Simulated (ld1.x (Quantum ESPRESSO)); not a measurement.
# An all-electron radial function and its pseudo partner (aluminium)

Columns: radius, all-electron u(r) and pseudo u(r) of the 3s shell (level -7.71 eV) of aluminium in the configuration [Ne] 3s2 3p1; PBEsol, scalar-relativistic, TM scheme, ld1.x (Quantum ESPRESSO) 7.5.

```json
{"r (bohr)": "0.150", "all-electron": "0.0245", "pseudo": "0.0341"}
{"r (bohr)": "0.300", "all-electron": "-0.2353", "pseudo": "0.0701"}
{"r (bohr)": "0.450", "all-electron": "-0.2922", "pseudo": "0.1096"}
{"r (bohr)": "0.600", "all-electron": "-0.2047", "pseudo": "0.1546"}
{"r (bohr)": "0.750", "all-electron": "-0.0551", "pseudo": "0.2069"}
{"r (bohr)": "0.900", "all-electron": "0.1069", "pseudo": "0.2674"}
{"r (bohr)": "1.050", "all-electron": "0.2563", "pseudo": "0.3359"}
{"r (bohr)": "1.200", "all-electron": "0.3827", "pseudo": "0.4101"}
{"r (bohr)": "1.350", "all-electron": "0.4835", "pseudo": "0.4849"}
{"r (bohr)": "1.500", "all-electron": "0.5600", "pseudo": "0.5536"}
{"r (bohr)": "1.650", "all-electron": "0.6148", "pseudo": "0.6093"}
{"r (bohr)": "1.800", "all-electron": "0.6501", "pseudo": "0.6477"}
{"r (bohr)": "1.950", "all-electron": "0.6688", "pseudo": "0.6683"}
{"r (bohr)": "2.100", "all-electron": "0.6737", "pseudo": "0.6737"}
{"r (bohr)": "2.250", "all-electron": "0.6675", "pseudo": "0.6675"}
{"r (bohr)": "2.400", "all-electron": "0.6526", "pseudo": "0.6526"}
{"r (bohr)": "2.550", "all-electron": "0.6311", "pseudo": "0.6311"}
{"r (bohr)": "2.700", "all-electron": "0.6048", "pseudo": "0.6048"}
{"r (bohr)": "2.850", "all-electron": "0.5751", "pseudo": "0.5751"}
{"r (bohr)": "3.000", "all-electron": "0.5434", "pseudo": "0.5434"}
{"r (bohr)": "3.150", "all-electron": "0.5105", "pseudo": "0.5105"}
{"r (bohr)": "3.300", "all-electron": "0.4772", "pseudo": "0.4772"}
{"r (bohr)": "3.450", "all-electron": "0.4442", "pseudo": "0.4442"}
{"r (bohr)": "3.600", "all-electron": "0.4120", "pseudo": "0.4120"}
{"r (bohr)": "3.750", "all-electron": "0.3807", "pseudo": "0.3807"}
{"r (bohr)": "3.900", "all-electron": "0.3509", "pseudo": "0.3509"}
```

Task: How many radial nodes do the two functions have?

Result: The all-electron 3s function has n − l − 1 = 2; the pseudo-wave has 0, since the states of the same l below it are removed with the core.

Task: At about which radius was the pseudo-wave matched?

Result: 2.25 bohr. The columns agree to 0.0005 from 1.95 bohr on; several derivatives are matched, so the curves merge somewhat inside the radius.

Task: Is the pseudo-wave norm-conserving?

Result: Yes: the TM scheme keeps the norm inside the radius equal to the all-electron one, which fixes the energy derivative of the logarithmic derivative at the level.
